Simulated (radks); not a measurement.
Q: The mean radii <r> (bohr) of the occupied orbitals of an atom or ion are listed with their occupations. All-electron calculation, scalar-relativistic Kohn-Sham, PBE, spin-polarised, spherical densities, finite nucleus; Fermi nuclear charge, rms radius of each element as measured or else 0.836 A^(1/3) + 0.57 fm. Program: a radial shooting solver on a logarithmic mesh with Libxc functionals.

orbital  occ.      <r>
1s up       1  0.03707
1s down     1  0.03707
2s up       1   0.1626
2s down     1   0.1626
2p up       3   0.1417
2p down     3   0.1417
3s up       1   0.4585
3s down     1   0.4585
3p up       3   0.4621
3p down     3   0.4621
3d up       5   0.4526
3d down     5   0.4525
4s up       1    1.216
4s down     1    1.209
4p up       3    1.373
4p down     3    1.362
4d up       2    2.136
5s up       1    3.379
7p up       1    20.68

Name the element and its charge. Open shells, if any, are filled with parallel spins first.

A: Z = 40, zirconium, charge 0: Zr in [Kr] 4d2 5s1 7p1. The 1s radius gives Z: for a bare nucleus <r> = (2 gamma + 1)/(2Z) with gamma = sqrt(1 - (Z/c)^2), 0.03641 bohr for Z = 40, and screening makes it slightly larger (0.03707 here). The occupations add up to 40, and the charge is Z minus that.
